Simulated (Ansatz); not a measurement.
A nudged elastic band was laid between two geometries of CH₅AlF₂O (10 atoms, charge 0, multiplicity 1).

Computed with RKS B3LYP/def2-SVP (Ansatz).

```json
{"movable images": "7", "climbing image": "yes", "spring": "5.0 eV/Å²", "optimiser": "quadratic models (default)", "start path": "through a guess of the saddle point", "force threshold": "0.05 eV/Å", "iteration limit": "60", "end points": "relaxed"}
```

Image 0:

```xyz
10
Properties=species:S:1:pos:R:3
Al 0.140 -0.798 0.195
C 1.230 0.704 -0.401
F -0.614 -1.795 -0.946
F 0.529 -1.581 1.622
H -1.800 0.939 0.476
O -1.650 -0.009 0.608
H 1.358 1.465 0.389
H 2.244 0.361 -0.669
H 0.821 1.208 -1.294
H -2.256 -0.494 0.020
```

Image 8:

```xyz
10
Properties=species:S:1:pos:R:3
Al -0.415 -1.166 0.288
C 0.888 1.061 -0.346
F -0.323 -1.662 -1.294
F 0.769 -1.667 1.340
H -0.188 1.080 -0.096
O -1.845 -0.520 0.926
H 1.300 2.016 0.009
H 1.436 0.264 0.185
H 1.023 0.956 -1.429
H -2.645 -0.362 0.417
```

Task: Which bonds break or form, and what moves?

Result: Bonds broken: Al1–C2, H5–O6. Bonds formed: C2–H5. CH5AlF2O becomes AlF2HO + CH4.

Task: Give the energies along the band, and the barrier.

Result: It converged. The highest image is number 4 of 0 to 8, 0.97 eV above the first end and 1.30 eV above the last; the last end lies 0.33 eV below the first. A vibrational analysis at the climbing image gives 2 clearly imaginary modes (1314i, 95i cm⁻¹): a point of higher order, so a lower path passes nearby. The orbitals stay closed-shell, which can raise the energy where a bond breaks towards radicals; this wasn't checked here.

| image | path coordinate (Å) | energy (eV) | Al1–C2 (Å) | H5–O6 (Å) | C2–H5 (Å) |
| --- | --- | --- | --- | --- | --- |
| 0 | 0.00 | 0.00 | 1.95 | 0.97 | 3.16 |
| 1 | 0.47 | 0.03 | 1.95 | 0.97 | 2.80 |
| 2 | 0.94 | 0.15 | 1.96 | 0.97 | 2.37 |
| 3 | 1.41 | 0.48 | 1.99 | 1.00 | 1.93 |
| 4 | 1.89 | 0.97 | 2.10 | 1.21 | 1.48 |
| 5 | 2.40 | 0.12 | 2.35 | 1.73 | 1.14 |
| 6 | 2.92 | -0.27 | 2.61 | 2.18 | 1.11 |
| 7 | 3.44 | -0.32 | 2.67 | 2.42 | 1.11 |
| 8 | 3.96 | -0.33 | 2.66 | 2.52 | 1.11 |

Task: What is the geometry of the highest image?

Result: 
```xyz
10
Properties=species:S:1:pos:R:3:forces:R:3
Al -0.062 -1.013 0.251 0.01 0.02 0.00
C 0.799 0.819 -0.313 0.00 -0.01 0.00
F -0.314 -2.005 -1.064 0.00 -0.01 0.00
F 0.649 -1.656 1.609 0.00 -0.01 -0.01
H -0.613 0.697 0.115 -0.01 -0.01 0.00
O -1.522 0.050 0.596 -0.01 0.01 0.02
H 1.055 1.628 0.390 0.00 0.00 0.00
H 1.735 0.225 -0.395 0.00 0.00 0.00
H 0.643 1.240 -1.319 0.00 0.00 0.00
H -2.369 0.015 0.129 0.01 0.00 -0.02
```

The band took 8 iterations and roughly 110 core-seconds.

Time of the run: 59 s on 2 threads of AMD EPYC 9R45 96-Core Processor (Zen 5), with other jobs on the host, peak memory 0.23 GiB.
